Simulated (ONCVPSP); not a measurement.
## Ranking ONCV potentials for titanium

All share these settings but for the change named:

```json
{
  "Element": "titanium (Ti)",
  "Generator": "ONCVPSP 4.0.1",
  "Type": "optimised norm-conserving Vanderbilt (ONCV)",
  "Functional": "PBE",
  "Relativity": "scalar-relativistic",
  "Frozen core": "[Ne]",
  "Valence charge": "12",
  "Reference configuration": "3s2 3p6 3d2 4s2",
  "Partial waves": "3s+4s: rc 1.95 bohr, ncon 4, nbas 7, qcut 6 1/bohr, 2 projectors; 3p: rc 1.15 bohr, ncon 4, nbas 9, qcut 8 1/bohr, 1 projector; 3d: rc 2.50 bohr, ncon 4, nbas 8, qcut 6.3 1/bohr, 1 projector",
  "Local potential": "polynomial inside 0.85 bohr (lpopt 5, dvloc0 4 Ha)",
  "Core correction": "none"
}
```

Cutoff: the first of the cutoffs (Ha) at which the residual kinetic energy of the hardest occupied pseudo-wave falls to 1 and 0.1 mHa per electron; the density cutoff is not measured.

The base gives 19 Ha.

Of 7 variants that were run, those that failed, showed a ghost or another fault, or gave nearly equal values are left out.

A variant can come out equal or close to the base.

(1) Rank these variants from softest to hardest (loose cutoff).
A. all radii scaled by about 1.33 (s 2.58, p 1.52, d 3.32 bohr); local potential polynomial inside 1.12 bohr (lpopt 5, dvloc0 4 Ha)
B. all radii scaled by about 0.86 (s 1.68, p 1.00, d 2.16 bohr); local potential polynomial inside 0.74 bohr (lpopt 5, dvloc0 4 Ha)
C. all radii scaled by about 0.77 (s 1.50, p 0.88, d 1.94 bohr); local potential polynomial inside 0.66 bohr (lpopt 5, dvloc0 4 Ha)

Answers

(1) A (20 Ha), B (29 Ha), C (36 Ha).
